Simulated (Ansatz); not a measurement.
Relaxation of Cl₅H₂Ta (8 atoms, charge 0, multiplicity 1), to a largest force component of 0.03 eV/Å in at most 50 steps.

These are results of RKS PBE0/def2-SVP (Ansatz), not measurements.

```xyz
8
Properties=species:S:1:pos:R:3
Ta -0.081 0.178 0.103
Cl 2.301 0.615 0.270
Cl -0.099 0.312 2.416
Cl 0.360 -0.510 -2.065
Cl -1.161 2.094 -0.364
Cl -1.670 -1.481 0.246
H 1.290 -2.422 0.699
H 1.756 -1.876 0.640
```

Task: Where does it end, and by what steps?

Result: The run converged. After 11 steps the energy has fallen by 0.211 eV; H8 moved furthest, 1.07 Å.

```
step  energy less start (eV)  largest force component (eV/Å)  accepted
   0                  0.0000                           1.348       yes
   1                 -0.1267                           0.548       yes
   2                 -0.1443                           0.159       yes
   3                 -0.1486                           0.073       yes
   4                 -0.1515                           0.113       yes
   5                 -0.1550                           0.278       yes
   6                 -0.1802                           0.279       yes
   7                 -0.2025                           0.185       yes
   8                 -0.1834                           0.613        no
   9                 -0.2083                           0.092       yes
  10                 -0.2087                           0.081       yes
  11                 -0.2108                           0.009       yes
```

```xyz
8
Properties=species:S:1:pos:R:3
Ta -0.180 0.475 0.033
Cl 2.095 0.575 0.241
Cl -0.406 0.875 2.315
Cl 0.047 0.066 -2.247
Cl -1.356 2.379 -0.421
Cl -1.291 -1.510 0.276
H 1.552 -3.144 0.869
H 2.234 -2.808 0.880
```

Whether the end is a true minimum wasn't checked by a vibrational analysis.

Run time: 49 s on 4 threads of Arm Neoverse V1, on a shared host, peak memory 0.38 GiB.
